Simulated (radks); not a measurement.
Effect of the nuclear size on the holmium ion Ho14+, [Kr] 4d10 4f6 5s1. Method: Dirac Kohn-Sham, PBE, spin-unpolarised, spherical densities, finite nucleus; open shells are shared between the two j in proportion to 2j + 1; Fermi nuclear charge, rms radius 5.2022 fm; computed with a radial shooting solver on a logarithmic mesh with Libxc functionals. The rms radius is varied about that value; shifts are against it.

rms radius (fm)  total energy shift (eV)  density at nucleus (e/bohr^3)  1s1/2 shift (meV)  2s1/2 shift (meV)  4p1/2 shift (meV)  5s1/2 shift (meV)  4f7/2 shift (meV)  5p1/2 (empty) shift (meV)  6s1/2 (empty) shift (meV)
4.5571                             -6.68                      8.358e+05              -2740               -362              0.345              -4.92              0.605                      0.131                      -1.98
4.786                              -4.38                      8.244e+05              -1800               -238              0.226              -3.23              0.397                      0.086                      -1.30
5.2022                                 0                      8.053e+05              0.000              0.000              0.000              0.000              0.000                      0.000                      0.000
5.6808                              5.36                      7.857e+05               2200                291             -0.276               3.95             -0.485                     -0.105                       1.59
6.1646                              11.1                      7.679e+05               4560                603             -0.571               8.19              -1.01                     -0.217                       3.30

Slopes of the eigenvalues against <r^2> in GHz/fm^2, as finite differences over the two radii next to the reference (eigenvalue slopes, not the field-shift constants of lines): 1s1/2 103000, 2s1/2 13600, 4p1/2 -13.0, 5s1/2 185, 4f7/2 -22.8, 5p1/2 (empty) -4.91, 6s1/2 (empty) 74.7.
